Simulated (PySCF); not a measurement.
Two-component Hartree-Fock for La⁴⁰⁺ (lanthanum, charge +40)

Start: [Ne] 3s2 3p5; 3p1/2 filled at m_j = -1/2, +1/2; 3p3/2 filled at m_j = -1/2, +1/2, +3/2. Calculated with PySCF 2.14 in an even-tempered Gaussian basis (19 s from 8.5 bohr⁻², ratio 2.4; 14 p from 11 bohr⁻², ratio 2.4; 4 d from 43 bohr⁻², ratio 2.6; 4 f from 64 bohr⁻², ratio 2.6): generalised Hartree-Fock with the X2C-1e Hamiltonian and a Gaussian nucleus; one run each with spin-orbit coupling (SO) switched off, then screened by Boettger's factors.

```json
{"spinor shell": "1s1/2", "electrons": "2", "ε, spin-free (eV)": "-41477.5", "ε, screened SO (eV)": "-41471.2", "weight of nominal j (screened SO)": "1.000", "rms radius, screened SO (bohr)": "0.0286"}
{"spinor shell": "2s1/2", "electrons": "2", "ε, spin-free (eV)": "-8603.1", "ε, screened SO (eV)": "-8600.7", "weight of nominal j (screened SO)": "1.000", "rms radius, screened SO (bohr)": "0.115"}
{"spinor shell": "2p1/2", "electrons": "2", "ε, spin-free (eV)": "-7953.7", "ε, screened SO (eV)": "-8249.2", "weight of nominal j (screened SO)": "1.000", "rms radius, screened SO (bohr)": "0.0984"}
{"spinor shell": "2p3/2", "electrons": "4", "ε, spin-free (eV)": "-7953.7", "ε, screened SO (eV)": "-7821.3", "weight of nominal j (screened SO)": "1.000", "rms radius, screened SO (bohr)": "0.104"}
{"spinor shell": "3s1/2", "electrons": "2", "ε, spin-free (eV)": "-3282.1", "ε, screened SO (eV)": "-3281.2", "weight of nominal j (screened SO)": "1.000", "rms radius, screened SO (bohr)": "0.279"}
{"spinor shell": "3p1/2", "electrons": "2", "ε, spin-free (eV)": "-3073.7", "ε, screened SO (eV)": "-3144.4", "weight of nominal j (screened SO)": "0.998", "rms radius, screened SO (bohr)": "0.267"}
{"spinor shell": "3p3/2", "electrons": "3", "ε, spin-free (eV)": "-3073.7", "ε, screened SO (eV)": "-3041.7", "weight of nominal j (screened SO)": "0.999", "rms radius, screened SO (bohr)": "0.276"}
```

| quantity | spin-free | screened SO |
| --- | --- | --- |
| E (hartree) | -7125.80787 | -7130.37090 |
| M_J | 3/2 | 3/2 |
| ⟨J²⟩ | 3.751 | 3.750 |
| ⟨L²⟩ | 2.000 | 2.015 |
| ⟨S²⟩ | 0.750 | 0.765 |

Each row is a mean over spinors that exchange with the open shell spreads, by up to 20.478 eV (3s1/2).

Breit and QED terms are absent; they matter most for the inner s and p1/2 levels.

Densities and radii are taken from the X2C orbitals without a picture-change correction, which distorts them close to the nucleus.

Without spin-orbit coupling the j labels of p, d and f shells carry no meaning; the spin-free column gives the mean over the occupied spinors of each nl shell.
